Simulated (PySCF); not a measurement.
The vertical singlet excitations below were computed for one of the candidates. The calculation used TDDFT PBE0/def2-SVPD, vertical, gas phase, core orbitals frozen in the response (PySCF 2.14.0, density-fitted response routines). Geometries: GFN2-xTB, one conformer each.

| state | E (eV) | f | main configurations (H = HOMO, L = LUMO) |
| --- | --- | --- | --- |
| S1 | 5.31 | 0.155 | H→L (90%) |
| S2 | 5.54 | 0.068 | H-1→L (95%) |
| S3 | 5.61 | 0.0055 | H→L+1 (93%) |
| S4 | 5.73 | 0.0063 | H-1→L+1 (94%) |
| S5 | 5.93 | 0.0013 | H→L+2 (86%) |
| S6 | 5.99 | 0.0083 | H-1→L+2 (78%), H-1→L+4 (10%), H-1→L+3 (9%) |
| S7 | 6.29 | 0.0078 | H→L+3 (94%) |
| S8 | 6.37 | 0.014 | H-1→L+3 (88%) |

Task: Which candidate is it?
A. `c1cc(C#C)ccc1C=O`
B. `c12cscc2OCCO1`
C. `O=Cc1ccc(S)cc1`
D. `C#C[C@@H]1C=CS(=O)(=O)C1`

Result: B. Its S1 lies at 5.31 eV; the nearest of the others has S1 at 5.88 eV. S1 is HOMO→LUMO (90%). Löwdin shares by element: HOMO sulfur 32%, carbon 27% or more, oxygen 13% or more (atoms not listed hold the other 27%); LUMO carbon 54% or more, sulfur 20% (atoms not listed hold the other 26%). At the same level the other candidates give, for their lowest levels:
- `O=Cc1ccc(S)cc1`: 3.73 eV (f 0.000); 4.41 eV (f 0.429); 4.74 eV (f 0.007); 5.28 eV (f 0.001); 5.49 eV (f 0.092); T1 3.13 eV; HOMO -6.90, LUMO -2.01 eV
- `C#C[C@@H]1C=CS(=O)(=O)C1`: 5.88 eV (f 0.005); 6.26 eV (f 0.031); 6.28 eV (f 0.058); 6.51 eV (f 0.005); 6.82 eV (f 0.001); T1 4.38 eV; HOMO -8.29, LUMO -1.18 eV
- `C#Cc1ccc(C=O)cc1`: 3.58 eV (f 0.000); 4.56 eV (f 0.532); 4.68 eV (f 0.018); 4.88 eV (f 0.000); 5.75 eV (f 0.000); T1 3.05 eV; HOMO -7.37, LUMO -2.38 eV
Triplets come from the Tamm–Dancoff approximation.
